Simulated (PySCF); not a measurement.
From computed data to an observable: entropy of an ideal gas

SnFCl₃, SMILES [Sn]([F])([Cl])([Cl])[Cl].

The structure is a stationary point at PBE0-D3(BJ)/def2-SVP. The def2 effective core potentials stand for the cores of Sn; spin–orbit coupling is left out.

PBE0-D3(BJ)/def2-SVP (PySCF 2.14.0) gives the harmonic wavenumbers 100, 100, 124, 158, 158, 372, 416, 416, 662 cm⁻¹ and the rotational temperatures 0.0650, 0.0650, 0.0472 K. The molar mass is 244.06 g/mol, the symmetry number 3, the spin multiplicity 1.

Problem. Work out the entropy at 298.15 K and 1 atm in the rigid-rotor, harmonic-oscillator model.

Solution. 
Translation (Sackur–Tetrode at 1 atm): S = R[1.5 ln M + 2.5 ln T − 1.16487] = 177.3 J/(mol K).
Rotation: q = (√π/σ) T^1.5/√(θA θB θC) = 215000, S = R[ln q + 3/2] = 114.6 J/(mol K).
Vibration: with u = 1.4388 ν/T, each mode gives R[u/(e^u − 1) − ln(1 − e^−u)]:
```
ν (cm⁻¹)  modes     u  S (J/(mol K))
--------  -----  ----  -------------
100           2  0.48          28.91
124           1  0.60          12.71
158           2  0.76          21.54
372           1  1.80           4.48
416           2  2.01           7.58
662           1  3.19           1.48
```
These are all the modes. Sum 76.7 J/(mol K).
Spin: R ln 1 = 0.0 J/(mol K).
Total 368.6 J/(mol K); the program's own thermochemistry gives 368.5. Translation makes up 48 % and vibration 21 %. Anharmonicity, hindered rotation and orbital degeneracy are left out.
